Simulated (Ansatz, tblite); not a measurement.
Isomers of Y2O3⁻ (doublet), found by a short tight-binding search and relaxed with PBE-D4/def2-SVPD in Ansatz.

In the def2 sets Y takes a core potential; there is no spin–orbit coupling. The xTB rows come from tblite.

Run but left out: HF/STO-3G, HF/def2-SVPD, HF/def2-TZVPD, MP2/def2-SVPD, MP2/def2-TZVPD (A: a determinant that CCSD turns far, T1 0.068); CCSD/def2-SVPD, CCSD(T)/def2-SVPD (B: ⟨S²⟩ 1.54, where a pure state has 0.75).

A: At LDA (SPW92)/def2-TZVPD, PBE-D4/def2-TZVPD, BLYP-D4/def2-TZVPD, r2SCAN-D4/def2-TZVPD and others the highest occupied level of the charge -1 doublet lies above zero (up to 0.87 eV). It is a level of α spin, whose loss leaves a singlet; that state wasn't run at this geometry and level. The electron is either unbound and held by the finite basis, or the level is raised by self-interaction error. B: At LDA (SPW92)/def2-TZVPD, PBE-D4/def2-TZVPD, BLYP-D4/def2-TZVPD, r2SCAN-D4/def2-TZVPD and others the highest occupied level of the charge -1 doublet lies above zero (up to 0.57 eV). It is a level of β spin, whose loss leaves a triplet; that state wasn't run at this geometry and level. The electron is either unbound and held by the finite basis, or the level is raised by self-interaction error. At r2SCAN-D4/def2-TZVPD, r2SCANh-D4/def2-TZVPD the charge -1 doublet is spin-contaminated (final ⟨S²⟩ up to 1.00, 0.75 for a pure state). It holds 1 O–O bond.

Other spin states weren't relaxed.

A:

```csv
atom,x (Å),y (Å),z (Å)
Y1,-1.023,-0.726,-0.586
Y2,1.023,0.726,0.586
O3,-0.913,0.282,1.245
O4,0.919,-1.272,-0.028
O5,-0.005,0.990,-1.217
```

B:

```xyz
5

Y    -0.788    1.387   -0.028
Y     0.528   -1.410   -0.528
O    -0.685   -0.061   -1.461
O    -0.128   -0.294    1.304
O     1.073    0.377    0.713
```

Task: Estimate their order by electronic energy at PBE0-D4/def2-TZVPD, counted from the lowest.

Result: A (0.00) < B (3.36), in eV.

Task: Do the other levels pick the same lowest one?

Result: All that were run do. Energies above each level's lowest (eV):

| level | A | B |
| --- | --- | --- |
| GFN1-xTB | 0.00 | 2.58 |
| GFN2-xTB | 0.00 | 1.13 |
| LDA (SPW92)/def2-TZVPD | 0.00 | 3.60 |
| PBE-D4/def2-TZVPD | 0.00 | 3.55 |
| BLYP-D4/def2-TZVPD | 0.00 | 3.57 |
| r2SCAN-D4/def2-TZVPD | 0.00 | 3.66 |
| r2SCANh-D4/def2-TZVPD | 0.00 | 3.57 |
| PBE0-D4/def2-TZVPD | 0.00 | 3.36 |
Point groups (tolerance 0.1 Å): A D3h, B C2v. Lower isomers may exist.
